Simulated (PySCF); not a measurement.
PySCF input file for H₃O₃P, SMILES OP(O)O, PBE0/pcSseg-1. Coordinates come from a B3LYP-D3(BJ)/def2-SVP optimisation. One conformer was computed; it need not be the lowest.

```python
import numpy as np
from pyscf import gto, scf, dft
from pyscf.prop.nmr import rks as nmr

mol = gto.M(
    atom='''
    P    -0.00000000    0.00000000   -0.48969582
    O     1.15513412    0.85557341    0.32539728
    O    -1.31851536    0.57258878    0.32539728
    O     0.16338125   -1.42816220    0.32539728
    H     1.37661541    1.66612157   -0.15469914
    H    -2.13121131    0.35912313   -0.15469914
    H     0.75459589   -2.02524469   -0.15469914
    ''',
    basis='pcSseg-1',
    charge=0,
    spin=0,
    max_memory=1600,
    verbose=3,
)
mf = dft.RKS(mol, xc='pbe0')
mf.grids.level = 3
mf.conv_tol = 1e-10
mf.max_cycle = 100
mf.kernel()
n = nmr.NMR(mf)
n.verbose = 2
n.max_cycle_cphf = 60
sigma = n.kernel()
print('atom   isotropic/ppm   span/ppm')
for i, s in enumerate(sigma):
    w = np.linalg.eigvalsh((s + s.T) / 2)
    print(f'{mol.atom_symbol(i):2s}{i + 1:3d} {w.mean():14.3f} {w[2] - w[0]:11.3f}')
```

It prints:

```
converged SCF energy = -568.479806755325
atom   isotropic/ppm   span/ppm
P   1        144.738     162.145
O   2        191.664     190.264
O   3        191.664     190.263
O   4        191.664     190.265
H   5         28.628      16.495
H   6         28.628      16.495
H   7         28.628      16.495
```

The calculation finished and met its thresholds.

Cost: roughly 6 core-seconds.
